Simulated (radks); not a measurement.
Q: A nucleus of charge 13.75 with 13 electrons, configuration [Ne] 3s2 3p1. Method: scalar-relativistic Kohn-Sham, PBEsol, spin-polarised, spherical densities, point nucleus; open shells are filled with parallel spins first; computed with a radial shooting solver on a logarithmic mesh with Libxc functionals. Some entries of the table are withheld. Estimate them.

orbital  occ.  eigenvalue (eV)  <1/r> (bohr^-1)
1s up       1        -1718.264            13.37
1s down     1        -1718.180            13.37
2s up       1        -137.6619            2.516
2s down     1        -137.5698            2.516
2p up       3         -95.3453            2.397
2p down     3         -95.2210            2.397
3s up       1              (1)           0.6254
3s down     1              (2)           0.6290
3p up       1          -9.4443           0.5100
3p down     0          -8.4247           0.5066

A: 
(1) 3s up eigenvalue (eV): -16.2350
(2) 3s down eigenvalue (eV): -15.2094
